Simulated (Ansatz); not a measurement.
CH2O2, triplet, at a GFN2-xTB geometry (a higher spin typed on purpose: for a closed-shell molecule this is an excited state); BLYP/6-31G in Ansatz (a first-principles code).

The Ansatz input:
Ansatz 0.2 input:
```yaml
crystal:
  periodic: [false, false, false]
  atoms:
    - {symbol: O, position_ang: [0.92501158, -0.69588946, 0.13212394]}
    - {symbol: C, position_ang: [-0.34051039, -0.19716062, 0.15520994]}
    - {symbol: O, position_ang: [-0.73036434, 0.99380704, -0.11121298]}
    - {symbol: H, position_ang: [1.46937990, -0.32626264, -0.58832390]}
    - {symbol: H, position_ang: [-0.98349538, -0.87411438, -0.51022332]}
basis:
  gaussian:
    orbitals: 6-31G
    fitting: {mean_field: cc-pVTZ-JKFIT}
hamiltonian:
  xc: blyp
magnetization: {spin_polarized: true, initial_magnetization: 2}
```

Output, abridged:

```
Functional definition: BLYP
297 factors; integrals over basis functions are off by at most 4.9e-3 eV
mean field evaluation 1: about -5152.6741 eV, gradient 3.1e1 eV
mean field evaluation 2: about -5145.5123 eV, gradient 5.3e1 eV
mean field evaluation 4: about -5156.1119 eV, gradient 8.0e0 eV
mean field evaluation 8: about -5156.4020 eV, gradient 8.2e-2 eV
mean field evaluation 16: about -5155.0193 eV, gradient 5.3e0 eV
mean field -5156.40205891 eV, -189.4942805303 hartree, gradient 7.7e-5 eV, S^2 2.002792; 2 other end points of the search recorded, 0 dependent functions left out
reference -5156.40222913 eV, -189.4942867857 hartree; 13, 11 occupied and 18, 20 virtual orbitals, 297 factors
Total energy: -5156.40222913 eV, -189.4942867857 hartree
```
